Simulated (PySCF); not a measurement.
**SnH⁺: mean field, correlation and small terms against distance**

State: ¹Σ⁺, singlet, closed shell. RHF-based CCSD(T) in PySCF 2.14 with Sn cc-pwCVDZ-PP with ECP28, H aug-cc-pVDZ and Sn cc-pwCVTZ-PP with ECP28, H aug-cc-pVTZ (frozen core orbitals: 4; scalar-relativistic core potentials). Correlation energies are extrapolated as n⁻³ (n = 2, 3), Hartree–Fock as (n+1)·exp(−9√n). All energies in eV from Sn⁺ + H.

```
 R (Å)  HF/CBS  CCSD corr.      (T)   total
1.5611  -1.575      -0.951  -0.0302  -2.557
1.6320  -1.768      -0.941  -0.0315  -2.741
1.7030  -1.854      -0.938  -0.0335  -2.826
1.7740  -1.860      -0.940  -0.0363  -2.836
1.8449  -1.803      -0.947  -0.0398  -2.790
1.9336  -1.667      -0.963  -0.0453  -2.676
2.0223  -1.479      -0.986  -0.0520  -2.518
```

A fit to the total gives Re = 1.7492 Å, De = 2.840 eV, ωe = 1825.6 cm⁻¹, Be = 5.513 cm⁻¹ (masses 119.9022 and 1.0078 u).

**Question.** At R = 1.7740 Å the CCSD correlation energy is -0.326601 hartree in the smaller basis and -0.495571 in the larger. Extrapolate it.

**Answer.** (3³·E3 − 2³·E2)/(3³ − 2³) = -0.56672 hartree; the larger basis holds 87.4 % of it.

The T1 diagnostic is 0.012. The open-shell atoms are computed with UHF. Spin–orbit coupling, excitations beyond (T) and corrections to the Born–Oppenheimer picture are left out, and spin–orbit coupling matters for open p, d or f shells this heavy.
